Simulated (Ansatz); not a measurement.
Computed with Ansatz on PBE0-D4/def2-TZVP structures; ΔE is electronic, products minus reactants. CCSD(T)/CBS is the MP2 limit (def2-TZVPP, def2-QZVPP) plus CCSD(T) − MP2 in def2-TZVPP, frozen cores. This one scheme is used for every species. Functionals use def2-TZVPP. B3LYP here is the variant with VWN-RPA as its local correlation; programs differ in this. Each species was taken in one conformer, which may not be the lowest.

Reaction (substitution at a C–Cl bond): `O[SiH](O)CCl` + H–F → `O[SiH](O)CF` + HCl

```
             level  ΔE (kJ/mol)  difference from CCSD(T)/CBS
            PBE-D4         40.2                         -8.9
         r2SCAN-D4         38.1                        -11.0
          B3LYP-D4         36.0                        -13.1
           ωB97M-V         38.7                        -10.4
            B2PLYP         37.4                        -11.7
              PBE0         39.8                         -9.3
     HF/def2-QZVPP         27.4                        -21.7
SCS-MP2/def2-QZVPP         48.7                         -0.4
     MP2/CBS(def2)         59.8                         10.7
    CCSD/CBS(def2)         46.2                         -2.9
       CCSD(T)/CBS         49.1                            0
```

Largest T1 diagnostic among the species: 0.011.

From PBE to PBE0 (25 % exact exchange), in def2-TZVPP and without D4, ΔE moves by +3.6 kJ/mol. In def2-TZVPP, CCSD(T) changes the Hartree–Fock value by +15.8 kJ/mol (the triples alone add +2.8 kJ/mol) and MP2 by +26.5 kJ/mol. The D4 term adds +6.6 kJ/mol with B3LYP and +3.5 kJ/mol with PBE0; it sums over pairs of atoms, weighted by their polarisabilities, and B3LYP, whose exchange is more repulsive, gets the larger term.
